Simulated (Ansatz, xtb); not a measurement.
System: MgF, charge 1, multiplicity 1. SMILES: [F][Mg+]
Structure (B3LYP-D3(BJ)/def2-TZVP (Ansatz, a first-principles code) minimum search):
```xyz
2

Mg     0.0000     0.0000    -0.7312
F      0.0000     0.0000     0.9749
```
Charge +1, spin multiplicity 1.

Harmonic wavenumbers from GFN2-xTB (xtb, at its own minimum), cm⁻¹: 547.

Give the harmonic wavenumbers at B3LYP-D3(BJ)/def2-TZVP (Ansatz, finite differences of forces, unscaled).

807 cm⁻¹. Zero-point energy 1.2 kcal/mol.

From these and the geometry, give the ideal-gas thermochemistry at 298.15 K and 1 atm (rigid rotor, harmonic oscillator).

Point group C∞v, rotational symmetry number 1. Rotational constants 16.28, 16.28 GHz. S(trans) 37.22, S(rot) 13.80, S(vib) 0.20, S(elec, spin only) 0.00, S 51.2 cal/(mol K). H(298) - H(0) 2.12 kcal/mol; G - E(el) -12.0 kcal/mol.
